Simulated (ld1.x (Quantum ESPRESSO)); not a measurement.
Building the PAW potential for Cr (PBE, scalar-relativistic).

```json
{"Element": "Cr (Z = 24)", "Generator": "ld1.x (Quantum ESPRESSO) 7.5", "Type": "PAW", "Functional": "PBE", "Relativity": "scalar-relativistic", "Frozen core": "[Ne] 3s2", "Valence charge": "12", "Reference configuration": "3p6 3d5 4s0.5 4p0 (charge +0.5)", "Partial waves": "4s (bound): rcut 2.70, rcutus 3.05 bohr; 4s channel at -0.2 Ry: rcut 2.70, rcutus 3.05 bohr; 3p (bound): rcut 1.70, rcutus 1.95 bohr; 4p (bound, empty): rcut 1.70, rcutus 1.95 bohr; 3d (bound): rcut 1.75, rcutus 2.15 bohr; 3d channel at 0.4 Ry: rcut 1.75, rcutus 2.15 bohr", "Local potential": "all-electron potential smoothed inside 2.40 bohr (lloc = -1)", "Core correction": "a·sin(br)/r model core inside 1.55 bohr", "Augmentation charge": "PSQ, inside the norm-conserving radii"}
```

All-electron outer shells of the reference configuration (PBE, scalar-relativistic, ld1.x):

```csv
shell,level (eV),outermost node (bohr),outermost maximum (bohr)
3s,-77.28,0.36,0.78
3p,-48.75,0.33,0.80
4s,-6.86,1.12,2.68
3d,-6.21,–,0.84
4p,-3.36,1.24,3.52
```

What the tests gave:

| Item | Value |
| --- | --- |
| Cutoffs needed | 21 Ry and 40 Ry (the cutoffs (Ry, on a coarse ladder) from which the occupation-weighted sum of valence levels, in a spherical-Bessel basis at the reference potential, stays within 10 and 1 mRy of its value at 400 Ry) The cutoffs count occupied waves only; the empty 4p level needs 30 Ry at the loose tolerance. |
| Ghost test | no extra level below or beside the all-electron valence levels (s, p, d, f tested) (spherical-Bessel basis up to 400 Ry, 20 bohr box) |
| Configuration tests | test run stopped at test 7 of 7 (negative rho), 4 before it not solved; not counted: 3p6 3d6 4s0 4p0 (solver errors, printed error -1425 eV); 3p5 3d5 4s1 4p0 (solver errors, printed error -1215 eV); 3p6 3d4 4s0 4p0 (solver errors, printed error -1128 eV); 1 more |
| Lowest eigenvalue of the overlap operator | 0.09 (p channel) |
| Density cutoff estimated by the generator | 138 Ry |

Generation and tests took about 1.8 s on one core of a shared server CPU.
